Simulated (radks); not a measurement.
Problem. The aluminium ion Al6+ is in [He] 2s2 2p3. Method: scalar-relativistic Kohn-Sham, PBEsol, spin-polarised, spherical densities, finite nucleus; Fermi nuclear charge, rms radius of each element as measured or else 0.836 A^(1/3) + 0.57 fm; computed with a radial shooting solver on a logarithmic mesh with Libxc functionals. Open shells are filled with parallel spins first. One electron is removed from 2p, 2s, 1s in turn, with full relaxation. Which removal costs least, and what does each cost?

Solution. 2p 242.30 eV; 2s 258.22 eV; 1s 1750.8 eV. The 2p electron leaves first.
